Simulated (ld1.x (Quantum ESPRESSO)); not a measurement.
Zr: excitation energies, all-electron against TM

* Element: Zr (Z = 40)
* Generator: ld1.x (Quantum ESPRESSO) 7.5
* Type: norm-conserving Troullier–Martins (Kleinman–Bylander form)
* Functional: LDA (PZ)
* Relativity: fully relativistic
* Frozen core: [Kr]
* Valence charge: 4
* Reference configuration: 4d2 5s1 5p1
* Partial waves: 5p (bound): rc 3.85 bohr; 4d (bound): rc 2.80 bohr; 5s (bound): rc 2.80 bohr
* Local potential: the s channel
* Core correction: Bessel-smoothed model core inside 1.95 bohr

Open shells are filled in proportion to 2j + 1 (rel_dist='average').

Energies are relative to the spin-unpolarised reference configuration 4d2 5s1 5p1; without spin polarisation the order of configurations can differ from experiment.

| valence configuration | charge | ΔE all-electron (eV) | error AE − PS (meV) |
| --- | --- | --- | --- |
| 4d2 5s2 5p0 | 0 | -3.115 | -3.0 |
| 4d2 5s1 5p0 | +1 | 4.237 | -2.0 |
| 4d2 5s0 5p0 | +2 | 17.478 | -20 |
| 4d2 5s0 5p2 | 0 | 3.275 | -4.0 |
| 4d1 5s2 5p1 | 0 | -0.054 | -103 |
| 4d1 5s2 5p0 | +1 | 4.706 | -68 |

Problem. What are ΔE and the potential's error for 4d2 5s0 5p1?

Solution. ΔE = 8.046 eV all-electron; the error (AE − PS) is -3.2 meV.
